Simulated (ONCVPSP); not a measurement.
# What one change does to a pseudopotential (manganese, ONCV)

- Element: Mn (Z = 25)
- Generator: ONCVPSP 4.0.1
- Type: optimised norm-conserving Vanderbilt (ONCV)
- Functional: PBEsol
- Relativity: scalar-relativistic
- Frozen core: [Ne]
- Valence charge: 15
- Reference configuration: 3s2 3p6 3d5 4s2
- Partial waves: 3s+4s: rc 1.40 bohr, ncon 4, nbas 7, qcut 7.6 1/bohr, 2 projectors; 3p: rc 1.45 bohr, ncon 5, nbas 9, qcut 7.4 1/bohr, 1 projector; 3d: rc 1.10 bohr, ncon 4, nbas 8, qcut 11.4 1/bohr, 2 projectors, debl 0.7 Ha
- Local potential: polynomial inside 0.70 bohr (lpopt 3, dvloc0 -1 Ha)
- Core correction: polynomial model core, fcfact 0.2

Change: d: rc 0.98.

Cutoffs: the cutoffs (Ha) at which the residual kinetic energy of the hardest occupied pseudo-wave falls to 1 and 0.1 mHa per electron; they do not see the model core or the augmentation charge, which bear on the density cutoff. Errors are all-electron minus pseudo energies relative to the spin-unpolarised reference configuration.

What does the change do?

The potential gets harder (60 Ha and 130 Ha → 94 Ha and 236 Ha); of the 4 tests that both files solve, the error grows in 1 and shrinks in 0 by more than 15 % and 0.3 meV (median size 1.2 → 1.9 meV); neither file shows a bound ghost. A smaller radius makes the pseudo-wave follow the all-electron one further in, where it bends more sharply, so more plane waves are needed.

| quantity | base | changed |
| --- | --- | --- |
| cutoff, loose | 60 Ha | 94 Ha |
| cutoff, tight | 130 Ha | 236 Ha |
| loose cutoff by channel | s 22 Ha, p 26 Ha, d 60 Ha | s 22 Ha, p 26 Ha, d 94 Ha |
| bound ghosts | none | none |
| GHOST(+) flags under 300 eV | none | none |
| error for 3s2 3p6 3d5 4s1, meV [ΔE 8.43 eV] | -0.4 | -0.4 |
| error for 3s2 3p6 3d5 4s0, meV [ΔE 23.94 eV] | -0.5 | -0.5 |
| error for 3s2 3p6 3d4 4s0, meV [ΔE 56.43 eV] | -2.0 | -3.3 |
| error for 3s2 3p6 3d5 4s0 4p1, meV [ΔE 13.19 eV] | +11 | +11 |
| s: phases at 1.42 bohr within 0.05 rad from the reference energy up to (Ha; the scan ends near 5) | to the end of the scan | to the end of the scan |
| p: phases at 1.47 bohr within 0.05 rad from the reference energy up to (Ha; the scan ends near 5) | 1.9 | 1.9 |
| rms error of d²Exc/dni dnj with the model core, mHa | 1.37 | 1.34 |
